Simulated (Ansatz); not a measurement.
C4H10AlClO, singlet, at a GFN2-xTB geometry (such geometries of metal compounds can be far from the true shape), with bond 17-8 at 2.4 times its length; Ansatz (a program for electronic structure) with SC-NEVPT2/STO-3G, CASSCF(2,4).

Input for Ansatz:
Ansatz 0.2 input:
```yaml
crystal:
  periodic: [false, false, false]
  atoms:
    - {symbol: Al, position_ang: [1.19731663, -0.21933421, 0.90717652]}
    - {symbol: Cl, position_ang: [0.67890025, -0.69922971, 2.80825382]}
    - {symbol: H, position_ang: [2.65668489, -0.11435488, 0.52617468]}
    - {symbol: O, position_ang: [0.11832259, 0.07230241, -0.29003543]}
    - {symbol: C, position_ang: [-0.68391998, 0.34831196, -1.40765246]}
    - {symbol: C, position_ang: [-1.67564736, 1.45320246, -1.03477724]}
    - {symbol: C, position_ang: [0.21689690, 0.80696529, -2.55640491]}
    - {symbol: C, position_ang: [-1.43339355, -0.92841492, -1.79655531]}
    - {symbol: H, position_ang: [-2.31255081, 1.69455832, -1.88136058]}
    - {symbol: H, position_ang: [-1.13349364, 2.34627274, -0.73124602]}
    - {symbol: H, position_ang: [-2.29522082, 1.12626530, -0.20292613]}
    - {symbol: H, position_ang: [0.76377452, 1.69866648, -2.25899362]}
    - {symbol: H, position_ang: [-0.37425452, 1.02837019, -3.44080889]}
    - {symbol: H, position_ang: [0.93543359, 0.02546546, -2.79181929]}
    - {symbol: H, position_ang: [-2.05088523, -1.26056130, -0.96513728]}
    - {symbol: H, position_ang: [-0.72028451, -1.71527415, -2.03301703]}
    - {symbol: H, position_ang: [-2.95121921, -0.50013895, -3.87326933]}
basis:
  gaussian:
    orbitals: STO-3G
magnetization: {spin_polarized: false}
correlation: {method: sc_nevpt2, electrons: all, active_space: {window: {electrons: 2, orbitals: 4}}}
```

### Question
What does Ansatz print? Leave out banner, timings and long lists.

### Answer

```
Functional definition: HF
690 factors; integrals over basis functions are off by at most 3.7e-5 eV
mean field evaluation 1: about -25101.2087 eV, gradient 3.3e1 eV
mean field evaluation 2: about -25101.5257 eV, gradient 3.3e1 eV
mean field evaluation 4: about -25106.8717 eV, gradient 7.2e0 eV
mean field evaluation 8: about -25107.1164 eV, gradient 1.9e-3 eV
mean field -25107.11639608 eV, -922.6695093412 hartree, gradient 3.4e-6 eV, S^2 0.000000; 0 other end points of the search recorded, 0 dependent functions left out; unrestricted orbitals would lower it
reference -25107.11639608 eV, -922.6695093412 hartree; 36, 36 occupied and 17, 17 virtual orbitals, 690 factors
state -25112.03261086 eV, -922.8501769019 hartree
state -25112.03261086 eV, -922.8501769019 hartree; corrected -25119.09775208 eV, -923.1098160529 hartree
WARN: 2 active orbitals are nearly empty or full. The corrections depend on them more than the energy does, and are more stable in an active space without them
Total energy: -25119.09775208 eV, -923.1098160529 hartree
```
